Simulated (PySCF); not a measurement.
## Dipole response of C (carbon, neutral)

[He] 2s2 2p2, high-spin 3P determinant. All numbers are calculated (PySCF 2.14, the non-relativistic Hamiltonian (point nucleus), in aug-cc-pVTZ with one added diffuse shell each of s, p, d, f type (6s5p4d3f, 62 functions)). Coupled (time-dependent) response in atomic units; α is the mean over directions.

| method | mean α (bohr³) | α xx, yy, zz | C₆ (like pair) | S(−4) |
| --- | --- | --- | --- | --- |
| UHF | 11.96 | 10.90, 12.49, 12.49 | 46.39 | 94.49 |
| PBE | 13.57 | 11.50, 14.60, 14.60 | 55.00 | 119.2 |
| PBE0 | 12.72 | 11.03, 13.56, 13.56 | 50.89 | 97.42 |
| BLYP | 13.53 | 11.53, 14.54, 14.54 | 54.59 | 119.4 |
| wB97M-V | 12.82 | 11.21, 13.62, 13.62 | 51.04 | 99.89 |

S(−4) is the Cauchy moment in α(ω) = α(0) + S(−4) ω² + …

Reference α: 11.3 ± 0.4 bohr³ (recommended; Schwerdtfeger and Nagle, table of static dipole polarizabilities (2023 update)). Published C₆: 46.60 (Chu and Dalgarno (2004); Tang, Norbeck and Certain (1976)).

α(iu) at UHF:

```json
{"u (hartree)": "0", "α(iu) (bohr³)": "11.96"}
{"u (hartree)": "0.0500", "α(iu) (bohr³)": "11.73"}
{"u (hartree)": "0.100", "α(iu) (bohr³)": "11.14"}
{"u (hartree)": "0.200", "α(iu) (bohr³)": "9.449"}
{"u (hartree)": "0.300", "α(iu) (bohr³)": "7.748"}
{"u (hartree)": "0.500", "α(iu) (bohr³)": "5.179"}
{"u (hartree)": "0.750", "α(iu) (bohr³)": "3.307"}
{"u (hartree)": "1.00", "α(iu) (bohr³)": "2.261"}
{"u (hartree)": "1.50", "α(iu) (bohr³)": "1.234"}
{"u (hartree)": "2.00", "α(iu) (bohr³)": "0.7728"}
{"u (hartree)": "3.00", "α(iu) (bohr³)": "0.3846"}
{"u (hartree)": "5.00", "α(iu) (bohr³)": "0.1533"}
```

A single London oscillator, α(iu) = α/(1 + u²/ω²), gives C₆ = (3/4) ω α². Matching the computed C₆ needs ω = 4 × 46.39 / (3 × 11.96²) = 0.432 hartree.

The components differ because the open shell of this determinant is not spherical; for a pure term their mean is the scalar polarisability.
